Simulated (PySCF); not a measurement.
An unknown is described by computed data only.

Elements present: C, H, O and Si. Monoisotopic mass: 163.9965 u.

- Dipole: 1.62 D [PBE0/pcSseg-1]
- Rotational structure: rotational constants A, B, C: 1.160, 0.894, 0.760 GHz [GFN2-xTB]
- NMR, other nuclei: isotropic shieldings of nuclei other than C and H, by class: -589 (1 O), 408 (1 Si), 419 (1 Si), 459 (1 Si), 501 (1 Si) ppm [GIAO PBE0/pcSseg-1]
- 1H NMR: chemical shifts (computed TMS as zero) by class: 12.55 (1 H), 4.63 (1 H), 4.48 (1 H), 4.21 (1 H), 4.04 (1 H), 3.65 (3 H), 2.97 (1 H), 0.21 (3 H) ppm [GIAO PBE0/pcSseg-1]
- 13C NMR: chemical shifts (computed TMS as zero) by class: 256.7 (1 C), -8.5 (1 C) ppm [GIAO PBE0/pcSseg-1]

Electronic properties: PySCF, gas phase, density fitting. Levels stand in brackets. The structure is a single GFN2-xTB conformer in the gas phase; no vibrational or solvent corrections. GFN2-xTB frequencies show an imaginary mode (26i cm⁻¹), so this geometry is no minimum at that level. NMR classes are plain means over equivalent atoms (diastereotopic ones count apart unless rotation or inversion swaps them), as if these changed places fast.

Q: Which formula fits the mass and the elements?

A: C2H12OSi4 (calculated 163.9965). No other formula that holds each of these elements comes within 0.0003 u with a fitting electron parity and a possible valence count.

Q: Propose a structure and show how it fits.

A: Numbering: `[CH3:1][SiH2:2][Si@@H:3]([SiH3:4])[SiH2:5][CH:6]=[O:7]`. Its formula, C2H12OSi4, gives 1 degree of unsaturation: 0 rings and 1 π bond in the structure found. 2 carbons fall into 2 classes; from least to most shielded: carbonyl carbon [C6] (256.7 ppm), Si-methyl carbon [C1] (-8.5 ppm). Hydrogen classes from least to most shielded: 1 H on a carbonyl carbon, C6 (12.55 ppm), 1 H on an SiH2 silicon, Si5 (4.63 ppm), 1 H on an SiH2 silicon, Si5 (4.48 ppm), 1 H on an SiH2 silicon, Si2 (4.21 ppm), 1 H on an SiH2 silicon, Si2 (4.04 ppm), 3 H on an SiH3 silicon, Si4 (3.65 ppm, a mean of values up to 0.7 ppm apart in this geometry), 1 H on an SiH silicon, Si3 (2.97 ppm), 3 H on an Si-methyl carbon, C1 (0.21 ppm). The other shieldings belong to: -589 ppm, carbonyl oxygen [O7]; 408 ppm, SiH2 silicon [Si5]; 419 ppm, SiH2 silicon [Si2]; 459 ppm, SiH3 silicon [Si4]; 501 ppm, SiH silicon [Si3]. The optimised geometry has point group C1 and is an asymmetric top. Structure: `C[SiH2][Si@@H]([SiH3])[SiH2]C=O`. Computed isomers that give other values at the same levels: `COC[SiH]1[SiH2][SiH2][SiH2]1` (13C chemical shifts (computed TMS as zero) by class: 67.8 (1 C), 64.9 (1 C) ppm). The assignments are read from this structure; whether some other isomer fits the data as well wasn't checked. The mirror image fits equally.

The values belong to the conformer `[CH3:1][SiH2:2][Si@@H:3]([SiH3:4])[SiH2:5][CH:6]=[O:7]`: C1–Si2–Si3–Si4 -48°, Si2–Si3–Si5–C6 -82°, Si3–Si5–C6–O7 0°.
